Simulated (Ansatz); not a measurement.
F₄Ti (`[F][Ti]([F])([F])[F]`), relaxed with RKS PBE0-D4/def2-TZVP in the Gaussian-basis code of Ansatz from a PBE-D4/def2-SVP geometry. The force threshold is 0.005 eV/Å; the program also tests the step.

The species carries charge 0 and has multiplicity 1.

Start:

```xyz
5

F     0.136    0.440   -1.683
Ti    0.000   -0.001   -0.001
F    -0.472   -1.676    0.128
F    -1.202    1.003    0.767
F     1.538    0.233    0.788
```

```
step  energy (eV)  largest force (eV/Å)  largest move (Å)
   1  -33979.8906                 0.157             0.000
   2  -33979.8922                 0.050             0.004
   3  -33979.8924                 0.001             0.002
```

End:

```xyz
5

F     0.136    0.438   -1.678
Ti    0.000    0.000    0.000
F    -0.470   -1.670    0.127
F    -1.200    1.000    0.765
F     1.534    0.232    0.786
```

Run time 7.5 s (4 threads of an Arm Neoverse V1 on a shared host); peak host memory 0.39 GiB.
